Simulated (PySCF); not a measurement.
silacyclobutane (C3H8Si), SMILES C1C[SiH2]C1.

The structure is a stationary point at B3LYP-D3(BJ)/def2-SVP.

Method: CAM-B3LYP/def2-TZVP in PySCF.

Symmetry labels are those of the subgroup Cs that the program uses (full group Cs).

Computed valence orbital energies around the gap with their symmetry:
| orbital | symmetry | energy (eV) |
|---|---|---|
| HOMO−7 | A' | -14.39 |
| HOMO−6 | A' | -13.77 |
| HOMO−5 | A" | -12.37 |
| HOMO−4 | A' | -11.30 |
| HOMO−3 | A" | -11.04 |
| HOMO−2 | A' | -10.41 |
| HOMO−1 | A" | -9.54 |
| HOMO | A' | -9.19 |
| LUMO | A" | 1.28 |
| LUMO+1 | A' | 1.83 |
| LUMO+2 | A' | 2.59 |
| LUMO+3 | A' | 2.77 |
